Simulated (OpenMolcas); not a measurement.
## Ti3+: moving the ligands

Ti3+ with 5 ligands (iodide, oxide on the axis) in trigonal bipyramidal coordination (D3h) at 2.73 Å, the axial distance 1.985 Å. A charge of +0.8 e stands 3.2 Å behind each ligand. Ligand basis ANO-RCC-VDZP.

* Program: OpenMolcas
* Method: CASSCF
* Basis: ANO-RCC-VTZP [6s5p3d2f1g]
* Scalar Hamiltonian: DKH2, point nucleus
* Active space: 1 electron in 5 orbitals (3d)
* State averaging: 2S+1 = 2 even, 5 roots
* Spin-orbit coupling: RASSI with atomic mean-field integrals over the reference wave functions

Runs around this geometry, states (labels of D3, the rotations of D3h). Energies in cm-1 above the lowest state or level, χT in cm3 K/mol.

```json
{"R (Å)": "2.73", "Axial / equatorial distance": "0.727", "Ground state": "2E", "First state of that spin": "2E 11599", "First gap with spin-orbit (degeneracies)": "136.4 (2, 2)", "χT at 300 K": "0.626"}
{"R (Å)": "2.89", "Axial / equatorial distance": "0.727", "Ground state": "2E", "First state of that spin": "2E 10195", "First gap with spin-orbit (degeneracies)": "167.5 (2, 2)", "χT at 300 K": "0.620"}
{"R (Å)": "2.73", "Axial / equatorial distance": "0.8", "Ground state": "2E", "First state of that spin": "2E 7944", "First gap with spin-orbit (degeneracies)": "124.7 (2, 2)", "χT at 300 K": "0.639"}
```

Taking the first state of the same spin as R^-n, n = -ln(10195 / 11599) / ln(2.89 / 2.73) = 2.3 between the shortest and longest distance.

An orbital doublet at a regular site is open to a Jahn-Teller distortion, which this geometry leaves out. Ligand-to-metal charge-transfer states are missing. With metal d orbitals alone and no dynamic correlation the field as a rule comes out too small, by tens of per cent, by up to half for chloride and softer ligands. The least metal-like active orbital is 74 % on the metal (Löwdin) and no ligand orbital is active, so the numbers are rough (holds for R = 2.73, ratio = 0.727). The least metal-like active orbital is 79 % on the metal (Löwdin) and no ligand orbital is active, so the numbers are rough (holds for R = 2.89, ratio = 0.727). The least metal-like active orbital is 81 % on the metal (Löwdin) and no ligand orbital is active, so the numbers are rough (holds for R = 2.73, ratio = 0.8). No measured value stands beside these numbers; the geometry was imposed, not optimised, and the real ion may take another.
